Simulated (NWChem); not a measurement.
Molecule: BeNH3S; SMILES [NH2][Be][SH]

Results from NWChem. Pople sets run with spherical d functions. Each level has its own optimisation; frequencies are unscaled. One conformer.

```
level                                 r Be–N (Å)  r Be–S (Å)  r H–N (Å)  r H–S (Å)  highest harmonic frequency (cm⁻¹)  lowest (cm⁻¹)  zero-point energy (kcal/mol)  dipole (D)
------------------------------------  ----------  ----------  ---------  ---------  ---------------------------------  -------------  ----------------------------  ----------
LDA (Slater exchange, VWN5)/def2-SVP       1.492       1.895      1.025      1.367                               3591            231                          22.2        2.33
Hartree-Fock/3-21G                         1.506       1.937      1.005      1.353                               3773            223                          23.9        3.36
B3LYP/3-21G                                1.505       1.927      1.021      1.376                               3546            215                          22.5        3.23
B3LYP/6-31G*                               1.500       1.916      1.013      1.353                               3647            224                          22.5        2.57
```
